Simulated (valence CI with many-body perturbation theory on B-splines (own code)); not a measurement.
Ru3+: what the settings do

Calculated by configuration interaction combined with many-body perturbation theory (CI+MBPT): five valence electrons over a frozen Dirac-Fock core [Kr], a basis of 6 s, 6 p, 5 d, 5 f, 1 g functions for each j, with the one-electron correlation potential Σ1 (screened to all orders), the two-electron term Σ2, the three-electron term Σ3, Breit, model QED; selected single and double excitations, second order for the rest, scaled by the run's own slope (own B-spline code, finite nucleus).

No measured levels were compared; by estimate terms of the open shell hold to 2 to 4 % of their energy, and close levels can change places; different configurations can be misplaced against each other by 1,000 to 8,000 cm⁻¹. Among the levels kept, up to 780 cm⁻¹ of a level comes from second order outside the variational space, and about a tenth of that is noise between levels of different J, which matters for small intervals. Only levels of the ground parity were solved; by the run's estimate the other parity begins above the list, which can be wrong where configurations are misplaced.

The reference run has the lowest level 4d5 6S_5/2 and an ionisation energy of 45.2220 eV. Its largest variational space holds 9990 state functions.

Names give the largest LS component (configuration and term), which can be under half, so a name can repeat, a term be missing and a line seem to break the LS rules; names also repeat where a configuration has a term twice.

Changed runs:
A. scale of Σ1 1 → 0.9
B. selection threshold (hartree) 2e-08 → 1e-06
C. correlating orbitals by l 3 3 3 3 1 → 4 4 3 0 0
D. start configuration 4d5 → 4d6 (bad on purpose)

Excitation energies of the reference run in cm⁻¹, and shifts in cm⁻¹:

| Level | Reference | A | B | C |
| --- | --- | --- | --- | --- |
| 4d5 4G_5/2 | 22774 | -28 | 0 | +1607 |
| 4d5 4G_7/2 | 23024 | -32 | 0 | +1582 |
| 4d5 4G_11/2 | 23126 | -33 | +2.7 | +1581 |
| 4d5 4G_9/2 | 23178 | -34 | +3.6 | +1573 |
| 4d5 4P_5/2 | 25710 | -25 | 0 | +2588 |
| 4d5 4P_3/2 | 26155 | -30 | +2.5 | +2588 |
| 4d5 4P_1/2 | 26840 | -37 | +6.1 | +2644 |
| 4d5 4D_7/2 | 28080 | -40 | 0 | +2359 |
| 4d5 4D_1/2 | 28878 | -51 | +5.3 | +2488 |
| 4d5 4D_5/2 | 29426 | -52 | 0 | +2553 |
| 4d5 4D_3/2 | 29437 | -55 | +2.4 | +2546 |
| 4d5 2I_11/2 | 33044 | -43 | +2.3 | +1997 |
| Ionisation energy (eV) | 45.2220 | -0.1285 | +0.0011 | -0.2774 |

Run D: It gave no result: the electrons of core and valence do not add up to the charge. The program said: "core and valence hold 42 electrons, the ion has 41".
